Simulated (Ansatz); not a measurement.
Reaction (cleavage of the B–In bond): `[OH][InH][B](Cl)Cl` + CH₃NH₂ → `CNB(Cl)Cl` + `[OH][InH2]`

Isolated molecules relaxed with PBE0-D4/def2-TZVP in Ansatz; ΔE leaves out vibrations. CBS: MP2 limit from def2 TZ/QZ plus the TZ coupled-cluster correction, frozen cores. Functionals use def2-TZVPP. B3LYP here is the variant with VWN-RPA as its local correlation; programs differ in this. def2 core potentials past Kr. For In outer-core shells are correlated without core-valence functions, which leaves a few kJ/mol of doubt a bond. One conformer a species, not always the lowest.

`[OH][InH][B](Cl)Cl`:

Z-matrix (Å, degrees):
```
In
B 1 2.260
O 1 1.995 2 115.5
H 1 1.709 2 134.8 3 -179.9
Cl 2 1.747 1 121.1 3 91.1
Cl 2 1.746 1 121.1 3 -88.1
H 3 0.959 1 113.8 2 0.2
```

CH₃NH₂:

```xyz
7

C    -0.288    0.446   -0.203
N     0.437   -0.528    0.596
H    -0.435    0.174   -1.258
H     0.241    1.402   -0.176
H    -1.272    0.615    0.239
H     1.358   -0.691    0.209
H    -0.042   -1.419    0.593
```

`CNB(Cl)Cl`:

```xyz
9

C     0.433   -0.397    1.057
N     0.379   -0.062   -0.347
B    -0.673    0.485   -1.059
Cl   -2.211    0.878   -0.293
Cl   -0.477    0.803   -2.785
H     1.208    0.180    1.570
H    -0.525   -0.172    1.521
H     0.643   -1.461    1.199
H     1.224   -0.254   -0.862
```

`[OH][InH2]`:

Z-matrix (Å, degrees):
```
In
O 1 1.991
H 1 1.715 2 114.8
H 1 1.705 2 111.5 3 -180.0
H 2 0.959 1 113.4 3 0.0
```

Question: Is it downhill or uphill in electronic energy at CCSD(T)/CBS, and by how much? (Best estimate.)

Answer: The calculation gave: Downhill: ΔE = -1.43 eV.

Question: What do these levels give: BLYP-D4, PBE0-D4, ωB97X-V, PBE, PBE0, B3LYP, r2SCANh, CAM-B3LYP, RPA@PBE/def2-TZVPP, HF/def2-SVP, CCSD/def2-TZVPP, CCSD(T)/def2-TZVPP? (Best estimate.)

Answer: The calculation gave: BLYP-D4 -1.45, PBE0-D4 -1.48, ωB97X-V -1.52, PBE -1.39, PBE0 -1.46, B3LYP -1.48, r2SCANh -1.52, CAM-B3LYP -1.58, RPA@PBE/def2-TZVPP -1.39, HF/def2-SVP -1.75, CCSD/def2-TZVPP -1.48, CCSD(T)/def2-TZVPP -1.46 eV.

Largest T1 diagnostic among the species: 0.017.

From r2SCAN to r2SCAN0 (25 % exact exchange), in def2-TZVPP and without D4, ΔE moves by −0.04 eV. In def2-TZVPP, CCSD(T) changes the Hartree–Fock value by +0.14 eV (the triples alone add +0.02 eV) and MP2 by +0.12 eV. At CCSD(T), def2-SVP lies −0.23 eV from the extrapolated value and def2-TZVPP −0.03 eV.
